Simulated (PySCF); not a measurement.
Positional isomers: propene cyano+silyl. Gas-phase values, no solvent. One relaxed conformer stands for each flexible species; it need not be the lowest. Strings in code marks are SMILES.

Level of theory: PySCF with B3LYP-D3(BJ)/def2-TZVP. All candidates: neutral, multiplicity 1. B3LYP has the VWN-RPA correlation part, as in Gaussian. Excitations are Tamm–Dancoff values on a coarser integration grid. The basis has no diffuse functions, so Rydberg states are missing or too high.

```yaml
LUMO: -1.70 eV
brightest of the four lowest singlets (TDA): 6.20 eV
T1 excitation (TDA): 3.62 eV
```

### Question
Say which member has these values.
A) `C/C(C#N)=C/[SiH3]`
B) `C=C([SiH3])CC#N`
C) `C/C(C#N)=C\[SiH3]`
D) `C=C(C#N)C[SiH3]`

### Answer
D, `C=C(C#N)C[SiH3]`. The others give `C/C(C#N)=C/[SiH3]`: -1.90 eV, 6.15 eV, 3.62 eV; `C/C(C#N)=C\[SiH3]`: -2.06 eV, 6.02 eV, 3.53 eV; `C=C([SiH3])CC#N`: -1.13 eV, 7.37 eV, 4.32 eV
